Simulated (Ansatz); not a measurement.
Molecule: sum formula SiBrF$_{2}$ (charge 0, doublet). It need not be the lowest isomer of its formula. SMILES: F[Si](F)Br
Geometry from a B3LYP-D3(BJ)/def2-TZVP (Ansatz, an electronic-structure program) optimisation:
```
Si
F 1 1.5928
F 1 1.5928 2 106.54
Br 1 2.2276 2 109.19 3 117.80
```
Charge 0, spin multiplicity 2.

Wanted: atomisation energy (electronic, to ground-state atoms), in kcal/mol. Correlated levels leave the core frozen unless marked. Open shells are spin-unrestricted. No spin-orbit coupling. Frozen are the shells of the preceding noble gas and the d and f shells that filled before the atom's block. Non-relativistic. The coupled-cluster limit lacks core correlation, which all-electron functionals hold. CBS marks a two-point X^-3 extrapolation of the correlation energy; Hartree-Fock from the larger set.

```tsv
level	program	atomisation energy (kcal/mol)
PBE-D3(BJ)/def2-TZVPD	Ansatz + dftd3	354.8
B3LYP/def2-TZVPD	Ansatz	337.4
LC-wPBE/def2-TZVPD	Ansatz	344.8
B2PLYP/def2-TZVPD	Ansatz	341.2
MP2/def2-TZVPP	Ansatz	354.7
RI-MP2/CBS(def2-TZVPP,def2-QZVPP)	Ansatz	368.0
CCSD/6-31G	Ansatz	225.3
CCSD(T)/6-31G*	Ansatz	314.9
CCSD(T)/def2-SVP	Ansatz	306.7
CCSD(T)/CBS(def2-TZVPP,def2-QZVPP)	Ansatz	348.4
```
